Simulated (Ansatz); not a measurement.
Input and output for `C[CH2][Al]([OH])[CH2]C`.

```yaml
crystal:
  periodic: [false, false, false]
  atoms:
    - {symbol: C, position_ang: [-1.367473, 1.709975, -0.306574]}
    - {symbol: C, position_ang: [-0.722862, 0.806799, -1.360820]}
    - {symbol: Al, position_ang: [0.873661, -0.168494, -0.761106]}
    - {symbol: O, position_ang: [2.107583, -0.567288, -1.869286]}
    - {symbol: C, position_ang: [1.150304, -0.760079, 1.083589]}
    - {symbol: C, position_ang: [-0.021028, -1.537129, 1.692402]}
    - {symbol: H, position_ang: [-0.690488, 2.507758, 0.012394]}
    - {symbol: H, position_ang: [-2.278124, 2.192448, -0.674760]}
    - {symbol: H, position_ang: [-1.641627, 1.152200, 0.593071]}
    - {symbol: H, position_ang: [-0.475811, 1.388752, -2.256883]}
    - {symbol: H, position_ang: [-1.455706, 0.063176, -1.703844]}
    - {symbol: H, position_ang: [2.082155, -0.316930, -2.791019]}
    - {symbol: H, position_ang: [2.065665, -1.360169, 1.122213]}
    - {symbol: H, position_ang: [1.356374, 0.125115, 1.700115]}
    - {symbol: H, position_ang: [0.162438, -1.807586, 2.736797]}
    - {symbol: H, position_ang: [-0.950153, -0.960180, 1.671387]}
    - {symbol: H, position_ang: [-0.214009, -2.468871, 1.152620]}
basis:
  gaussian: {orbitals: def2-TZVP, point_charges: [{charge: 2.00, position_ang: [5.739, 0.860, 0.046]}]}
hamiltonian: {xc: {name: wB97}, pseudopotentials: {relativity: none}}
output: {forces: true}
```

```sh
$ ansatz run in.yaml --threads 4 --pin off --events-out ev --progress --plain --max-ram 11315MiB
```

It prints (some lines left out):

```
Functional definition: wB97
1614 factors; their error is unknown
591 factors; integrals over basis functions are off by at most 1.7e-5 eV
mean field evaluation 1: about -12965.9391 eV, gradient 7.0e1 eV
mean field evaluation 2: about -12967.7275 eV, gradient 6.7e1 eV
mean field evaluation 4: about -12975.4484 eV, gradient 2.7e0 eV
mean field evaluation 8: about -12975.4656 eV, gradient 9.5e-2 eV
mean field evaluation 16: about -12975.4151 eV, gradient 3.0e-4 eV
mean field -12975.41506555 eV, -476.8377086069 hartree, gradient 6.4e-5 eV, S^2 0.000000; 0 other end points of the search recorded, 0 dependent functions left out
reference -12975.41505168 eV, -476.8377080971 hartree; 28, 28 occupied and 230, 230 virtual orbitals, 1614 factors
Total energy: -12975.41505168 eV, -476.8377080971 hartree
Atom 0 at    -1.367473     1.709975    -0.306574 Å, force    -0.050308     0.083933     0.134281 eV/Å
Atom 1 at    -0.722862     0.806799    -1.360820 Å, force     0.372428    -0.163026    -0.086875 eV/Å
Atom 2 at     0.873661    -0.168494    -0.761106 Å, force    -1.596400     0.012847     0.192744 eV/Å
Atom 3 at     2.107583    -0.567288    -1.869286 Å, force     1.283724     0.270644     0.105466 eV/Å
Atom 4 at     1.150304    -0.760079     1.083589 Å, force     0.564733     0.346156    -0.248793 eV/Å
Atom 5 at    -0.021028    -1.537129     1.692402 Å, force    -0.196245    -0.176062     0.072989 eV/Å
Atom 6 at    -0.690488     2.507758     0.012394 Å, force     0.005797     0.061781     0.007998 eV/Å
Atom 7 at    -2.278124     2.192448    -0.674760 Å, force     0.062823    -0.052360    -0.000827 eV/Å
Atom 8 at    -1.641627     1.152200     0.593071 Å, force    -0.033026    -0.021463     0.022359 eV/Å
Atom 9 at    -0.475811     1.388752    -2.256883 Å, force    -0.066608     0.007434    -0.033128 eV/Å
Atom 10 at    -1.455706     0.063176    -1.703844 Å, force     0.050610     0.004777    -0.003543 eV/Å
Atom 11 at     2.082155    -0.316930    -2.791019 Å, force    -0.179698    -0.095364    -0.211421 eV/Å
Atom 12 at     2.065665    -1.360169     1.122213 Å, force     0.105640    -0.226482     0.132553 eV/Å
Atom 13 at     1.356374     0.125115     1.700115 Å, force    -0.056460     0.072080     0.148107 eV/Å
Atom 14 at     0.162438    -1.807586     2.736797 Å, force     0.020500     0.043497    -0.063760 eV/Å
Atom 15 at    -0.950153    -0.960180     1.671387 Å, force     0.044402     0.036974    -0.030522 eV/Å
Atom 16 at    -0.214009    -2.468871     1.152620 Å, force     0.023638     0.033220    -0.007617 eV/Å
Dipole moment:    -0.811244     0.050706    -0.143445 e Å
```

It took 10 s on 4 threads of an Arm Neoverse V2 on a shared host, with 0.62 GiB of host memory at the peak.
